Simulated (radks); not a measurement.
The lead ion Pb+ inside a hard spherical wall (all orbitals vanish at R), configuration held at [Hg] 6p1 and not refilled when levels cross. All-electron calculation, scalar-relativistic Kohn-Sham, PBE, spin-polarised, spherical densities, finite nucleus; open shells are filled with parallel spins first (spin-orbit coupling, left out, can overturn this in heavy ions); Fermi nuclear charge, rms radius 5.5012 fm. Program: a radial shooting solver on a logarithmic mesh with Libxc functionals. Eigenvalues in eV for spin up, with the zero of energy where the potential of the charges vanishes at infinity; a dash marks a level that is unbound or too diffuse for the functional's potential to be trusted. A positive occupied level is held by the wall or, in an anion where self-interaction has pushed it up, behind a barrier. The pressure on the wall is -dE/dV.

| R (bohr) | E (hartree) | kinetic (hartree) | e(5p) | e(5d) | e(6s) | e(6p) | e(7s, empty) | e(6d, empty) | pressure (GPa) |
|---|---|---|---|---|---|---|---|---|---|
| free | -20875.8248 | 23577.944 | -93.537 | -28.898 | -19.505 | -10.197 | -4.623 | - | 0 |
| 12 | -20875.8248 | 23577.944 | -93.537 | -28.898 | -19.505 | -10.197 | -4.574 | -3.050 | < 0.0001 |
| 8 | -20875.8239 | 23577.954 | -93.484 | -28.846 | -19.465 | -10.140 | -3.456 | -2.190 | 0.0482 |
| 7 | -20875.8210 | 23577.977 | -93.377 | -28.744 | -19.384 | -10.009 | -2.122 | -1.336 | 0.250 |
| 5 | -20875.7619 | 23578.356 | -92.280 | -27.708 | -18.450 | -8.292 | 7.617 | 4.191 | 8.61 |
| 3.5 | -20875.1546 | 23581.492 | -87.174 | -22.987 | -12.268 | 1.752 | 44.176 | 24.224 | 222 |
| 3 | -20874.1598 | 23586.126 | -81.872 | -17.925 | -4.084 | 13.693 | 79.313 | 43.705 | 827 |
| 2.5 | -20871.2336 | 23598.791 | -71.061 | -6.783 | 16.380 | 41.535 | 150.36 | 83.595 | 3710 |
